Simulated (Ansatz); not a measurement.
A made-up structure of HSeO2, doublet:

O1  (0.965, 0.226, 1.470)
Se2  (-0.747, 0.314, 0.865)
O3  (-0.633, -0.173, -1.067)
H4  (0.415, -0.367, -1.269)
(Å)

It is relaxed with PBE-D4/def2-SVP and then PBE0-D4/def2-TZVP (Ansatz 0.2.0). Atoms count as bonded within 1.22 times the sum of their covalent radii (H–H: 0.88 Å). The end point is not checked to be a true minimum.

Question: Does its bonding change? (A judgement: the text doesn't fix the answer.)

Answer: The calculation gives: No: no bond forms or breaks.

Where it ends: The first stage lowers the energy by 0.78 eV in 7 steps. It ends as HSeO₂ ([O][Se][OH]):
| atom | x (Å) | y (Å) | z (Å) |
| --- | --- | --- | --- |
| O1 | 0.8619 | 0.2021 | 1.3132 |
| Se2 | -0.6669 | 0.2808 | 0.7726 |
| O3 | -0.5651 | -0.1548 | -0.9522 |
| H4 | 0.3702 | -0.3281 | -1.1336 |

Labels in which every atom is bracketed show which atoms are joined, not bond orders.

For scale, one of the runs: PBE0-D4/def2-TZVP relaxation, 116 basis functions, launched by `ansatz run in.yaml --threads 2 --pin off --events-out ev --progress --plain --max-ram 4352MiB`. Hardware: 2 CPU threads of an Arm Neoverse V2, shared host. Wall time about 16 s.
